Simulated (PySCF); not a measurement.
## Calcium: a sound run and one with changed settings

Sound run: Ca⁺ [Ar] 4s1, Ca²⁺ [Ar]. Computed with PySCF 2.14 in cc-pVDZ-X2C (5s4p2d, 27 functions), with scalar relativity by spin-free X2C-1e. The sound run starts from symmetry-adapted Hartree-Fock orbitals and uses a fine grid where one is needed.

Changed run: 6 angular points. This setting is unsound on purpose.

```tsv
species	method	sound run (hartree)	changed run (hartree)	converged
Ca⁺	UHF	-679.44005	-679.44005	yes
Ca⁺	TPSS	-680.24282	-680.24282	yes
Ca⁺	PBE0	-680.05047	-680.05047	yes
Ca²⁺	UHF	-679.02301	-679.02301	yes
Ca²⁺	TPSS	-679.81207	-679.81207	yes
Ca²⁺	PBE0	-679.61380	-679.61380	yes
```

Ionisation energy of Ca⁺:

```csv
method,sound run (eV),changed run (eV)
UHF,11.348,11.348
TPSS,11.721,11.721
PBE0,11.882,11.882
```

Here the setting changes nothing at the digits shown.

For comparison, NIST gives 11.872 eV between the lowest levels.
